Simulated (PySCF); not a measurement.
**Radial density of Dy⁴⁹⁺ (dysprosium, charge +49)**

UHF, [Ne] 3s2 3p5, 2P determinant. Computed with PySCF 2.14 in an even-tempered Gaussian basis (17 s from 11 bohr⁻², ratio 2.5; 12 p from 14 bohr⁻², ratio 2.5; 4 d from 60 bohr⁻², ratio 2.7; 4 f from 90 bohr⁻², ratio 2.7), with scalar relativity by spin-free X2C-1e.

```
r (bohr)  4πr²ρ (e/bohr)  4πr²(ρα − ρβ)
  0.0162           88.43         0.4316
  0.0273           76.47         1.3474
  0.0459           97.29         2.2494
  0.0772           95.99         0.5626
   0.130           39.62         1.9041
   0.218           41.17         5.6503
   0.367           4.986         0.6977
   0.618         0.02211         0.0029
```

Densities and radii are taken from the X2C orbitals without a picture-change correction, which distorts them close to the nucleus.

Spin-orbit coupling, absent here, splits the open shell strongly.
